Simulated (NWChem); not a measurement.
System: HfHSOF; SMILES [S]=[Hf]([F])[OH]

Input file for NWChem:

```
start job
memory heap 200 mb stack 900 mb global 1100 mb
geometry units angstroms noautoz
  Hf     0.048727    -0.041359    -0.518611
  S      0.230411     2.079947     0.136429
  F      1.427888    -1.133919     0.250606
  O     -1.718438    -0.705375    -0.142858
  H     -2.546615    -0.451148     0.271844
end
basis spherical
  Hf library def2-svp
  S library def2-svp
  F library def2-svp
  O library def2-svp
  H library def2-svp
end
ecp
  Hf library def2-ecp
end
dft
  xc revpbe cpbe96
  iterations 150
  mulliken
end
task dft energy
```

The geometry was optimised at PBE0/def2-SVP. def2 effective core potentials on Hf; no spin-orbit coupling.

What results follow from this input? (revPBE/def2-SVP with def2 effective core potentials on Hf.) Quantities: energy (Ha); highest occupied level (eV); orbital gap (eV); dipole (D).

The energy (Ha) is -621.71 and the highest occupied level (eV) is -5.60. The orbital gap (eV) comes out as 1.92 and the dipole (D) is 4.94.
